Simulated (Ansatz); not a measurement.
System: sum formula BNH, charge 0, multiplicity 2. It need not be the lowest isomer of its formula. 
Structure (B3LYP-D3(BJ)/def2-TZVP (Ansatz, a program for electronic structure) minimum search):
```xyz
3

B      0.0000     0.0000    -0.6130
N      0.0000     0.0000     0.6925
H      0.0000     0.0000    -1.7820
```
Charge 0, spin multiplicity 2.

Give the harmonic wavenumbers at B3LYP-D3(BJ)/def2-TZVP (Ansatz, finite differences of forces, unscaled).

651, 717, 1608, 2868 cm⁻¹. Zero-point energy 8.4 kcal/mol.

From these and the geometry, give the ideal-gas thermochemistry at 298.15 K and 1 atm (rigid rotor, harmonic oscillator).

Point group C∞v, rotational symmetry number 1. Rotational constants 36.31, 36.31 GHz. S(trans) 35.68, S(rot) 12.21, S(vib) 0.66, S(elec, spin only) 1.38, S 49.9 cal/(mol K). H(298) - H(0) 2.23 kcal/mol; G - E(el) -4.3 kcal/mol.
